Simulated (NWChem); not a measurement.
Molecule: InHSCl₂; SMILES [SH][In]([Cl])[Cl]

```xyz
5

In     0.0211     0.0010     0.0000
Cl     1.4156    -1.8656     0.0000
Cl    -2.2825    -0.3880     0.0000
S      0.8793     2.2195     0.0000
H     -0.3654     2.7504     0.0000
```
Atoms are numbered in this order, from 1.

All runs: NWChem. Structure relaxed at the PBE0/def2-SVP level. def2 effective core potentials on In; no spin-orbit coupling. B3LYP is NWChem's, with the RPA form of VWN correlation. Vertical excitations in the gas phase; the lowest state need not have the same character in each row.

For level Hartree-Fock/def2-SVP, TDHF:

```
Quantity                                  Result
----------------------------------------  ------
lowest excitation, singlet (eV)             5.70
oscillator strength of that lowest state   0.018
lowest state with f > 0.02, singlet (eV)    6.75
orbital gap (eV)                           11.98
```

What are these values for level B3LYP/def2-SVP, full TDDFT?

The lowest excitation, singlet (eV) comes out as 4.02, the oscillator strength of that lowest state is 0.005 and the lowest state with f > 0.02, singlet (eV) comes out as 4.90. The orbital gap (eV) comes out as 5.09.
